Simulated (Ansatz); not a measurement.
Reaction (isomerisation): `C[CH](C)[GeH]` → `C=C[CH2][GeH3]`

Isolated molecules relaxed with PBE0-D4/def2-TZVP in Ansatz; ΔE leaves out vibrations. CCSD(T)/CBS is the MP2 limit (def2-TZVPP, def2-QZVPP) plus CCSD(T) − MP2 in def2-TZVPP, frozen cores. Functionals use def2-TZVPP. B3LYP here is the variant with VWN-RPA as its local correlation; programs differ in this. For Ge outer-core shells are correlated without core-valence functions, which leaves a few kJ/mol of doubt a bond. Scalar relativity is left out up to krypton. One conformer a species, not always the lowest.

```csv
level,ΔE (kJ/mol)
B3LYP-D4,-29.4
r2SCAN,-43.7
LC-ωPBE,-39.4
SCS-MP2/def2-QZVPP,-39.9
```

Q: What does CCSD(T)/CBS give? (An estimate is asked.)

A: The calculation gave: -34.1 kJ/mol. The listed levels differ from it by 4.7, -9.6, -5.3, -5.8 kJ/mol.

Largest T1 diagnostic among the species: 0.011.

Leaving LDA and LC-ωPBE aside and taking each functional with its dispersion term where it has one, the values, not all of them listed here, spread over 25.4 kJ/mol, from B97M-V to revPBE-D4. LDA lies −3.2 kJ/mol from PBE without D4. The D4 term adds +4.6 kJ/mol with B3LYP and +2.2 kJ/mol with PBE0; it sums over pairs of atoms, weighted by their polarisabilities, and B3LYP, whose exchange is more repulsive, gets the larger term. From r2SCAN to r2SCAN0 (25 % exact exchange), in def2-TZVPP and without D4, ΔE moves by +3.9 kJ/mol.
